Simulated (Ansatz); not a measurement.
Ansatz results at the PBE0-D4/def2-TZVP geometry: LUMO energy (B3LYP/def2-TZVPP) -1.43 eV; vertical ionisation energy (CCSD(T)/def2-TZVPP) 11.01 eV; HOMO–LUMO gap (PBE0/def2-TZVPP) 7.32 eV.

Problem. Which molecule gave them?
A. `[GaH2][Br]`
B. `[F][GaH][SeH]`
C. `[CH3][GaH][F]`
D. `C[NH][GaH2]`

Solution. C. The others give `[GaH2][Br]`: -2.19, 10.52, 6.15; `[F][GaH][SeH]`: -1.59, 9.95, 6.36; `C[NH][GaH2]`: -1.01, 8.93, 5.99.

B3LYP here is the variant with VWN-RPA as its local correlation; programs differ in this.
